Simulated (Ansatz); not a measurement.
C2H5FSeSi can be A, `F[SiH]1CC[Se]1`, or B, `C=C([SeH])[SiH2]F`.

Gas-phase electronic energies from Ansatz, PBE0-D4/def2-TZVP geometries. CCSD(T)/CBS is the MP2 limit (def2-TZVPP, def2-QZVPP) plus CCSD(T) − MP2 in def2-TZVPP, frozen cores. Functionals use def2-TZVPP. B3LYP here is the variant with VWN-RPA as its local correlation; programs differ in this. For Se outer-core shells are correlated without core-valence functions, which leaves a few kJ/mol of doubt a bond. Scalar relativity is left out up to krypton. One conformer a species, not always the lowest.

A:

Z-matrix (Å, degrees):
```
Si
C 1 1.868
F 1 1.599 2 114.1
Se 1 2.253 2 85.2 3 -116.2
H 1 1.482 2 119.6 3 124.9
C 2 1.542 1 97.1 3 115.9
H 2 1.092 1 112.9 3 -1.8
H 2 1.092 1 114.4 3 -125.4
H 6 1.088 2 113.2 1 117.3
H 6 1.088 2 113.5 1 -117.3
```

B:

Z-matrix (Å, degrees):
```
Si
F 1 1.601
C 1 1.851 2 109.1
H 1 1.481 2 108.3 3 -120.8
H 1 1.484 2 108.5 3 119.4
Se 3 1.911 1 114.6 2 175.5
C 3 1.330 1 124.3 2 -10.8
H 6 1.471 3 95.1 1 -37.4
H 7 1.086 3 122.9 1 -178.1
H 7 1.086 3 120.2 1 1.8
```

Which is lower in electronic energy at CCSD(T)/CBS, and by how much? (An estimate is asked.)

The calculation gave: A, by 129.2 kJ/mol.

Give E(B) − E(A) in kJ/mol with B2PLYP, ωB97M-V, B3LYP-D4, PBE0-D4, r2SCAN-D4, B3LYP, MP2/def2-TZVPP. (Best estimate.)

Computed: B2PLYP 121.6, ωB97M-V 133.8, B3LYP-D4 115.9, PBE0-D4 144.3, r2SCAN-D4 131.6, B3LYP 115.5, MP2/def2-TZVPP 135.0. None reverses the order clearly.

Largest T1 diagnostic: 0.011.

In def2-TZVPP, CCSD(T) changes the Hartree–Fock value by +13.5 kJ/mol (the triples alone add −0.5 kJ/mol) and MP2 by +25.1 kJ/mol. From PBE to PBE0 (25 % exact exchange), in def2-TZVPP and without D4, E(B) − E(A) moves by +10.1 kJ/mol.
